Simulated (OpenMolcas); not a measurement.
**neutral nickel: effect of the level shift or regulariser**

```yaml
Program: OpenMolcas
Basis: ANO-RCC-VQZP [7s6p4d3f2g1h]
Scalar_Hamiltonian: DKH2, point nucleus
Active_space: 10 electrons in 6 orbitals (3d 4s)
State_averaging: 2S+1 = 3 even, 15 roots; 2S+1 = 1 even, 19 roots kept (CI in the orbitals of an earlier block)
Spin-orbit_coupling: state interaction with AMFI integrals over the reference wave functions, term energies averaged over their components
```

Methods on the same reference wave functions:
A. CASSCF
B. MS-CASPT2, IPEA 0.25 Eh, imaginary shift 0.1 Eh (closed shells correlated: 3s 3p)
C. MS-CASPT2, IPEA 0.25 Eh, sigma2 regulariser 0.3 Eh (closed shells correlated: 3s 3p)

Energies in eV above 3d⁸ 4s² ³F₄.

| Level | A | B | C |
| --- | --- | --- | --- |
| 3d⁸ 4s² ³F₄ | 0.0000 | 0.0000 | 0.0000 |
| 3d⁸ 4s² ³F₃ | 0.1601 | 0.1604 | 0.1604 |
| 3d⁸ 4s² ³F₂ | 0.2701 | 0.265 | 0.267 |
| 3d⁸ 4s² ¹D₂ | 2.0013 | 1.592 | 1.594 |
| 3d⁸ 4s² ³P₂ | 2.4372 | 1.977 | 1.978 |
| 3d⁸ 4s² ³P₁ | 2.4840 | 2.020 | 2.020 |
| 3d⁸ 4s² ³P₀ | 2.5236 | 2.059 | 2.059 |
| 3d⁹ 4s ³D₃ | 2.8920 | 0.2281 | 0.273 |
| 3d⁹ 4s ³D₂ [73 %] | 2.9881 | 0.295 | 0.349 |
| 3d⁹ 4s ³D₁ | 3.0896 | 0.426 | 0.471 |
| 3d⁸ 4s² ¹G₄ | 3.1172 | 2.735 | 2.735 |
| 3d⁹ 4s ¹D₂ [73 %] | 3.4249 | 0.521 | 0.603 |

Between B and C the level of the table that moves most is 3d⁹ 4s ¹D₂ [73 %], by 660 cm-1 (lowest in B, highest in C). Moves below CASPT2's spread within the term are not significant.

From A to B the spin-free energies of the other terms of 3d⁸ 4s² shown, above ³F, scale by factors of 0.79 to 0.87, as is usual when dynamic correlation screens the repulsion within a d or f shell.

The lowest spin-free term lies below A's lowest term by 0.850 hartree in B, 0.850 hartree in C.

CASPT2 does not keep the components of a term degenerate, so their means are used; among the terms shown or strongly mixed into the levels shown the widest spread is 1500 cm-1 (3d⁸ 4s² ¹G, C). Terms from blocks run as CI alone lack orbitals of their own. A single d shell beside an s shell can misplace configurations of different d count against each other. Without dynamic correlation excited terms often stand tens of per cent too high (terms of higher spin than the ground term too low), and those without a measured partner can miss by more than the paired ones (holds for A). Levels of configurations outside the active space are missing.

A share in square brackets marks a mixed level and gives the weight of the term that names it, the lowest over the columns.
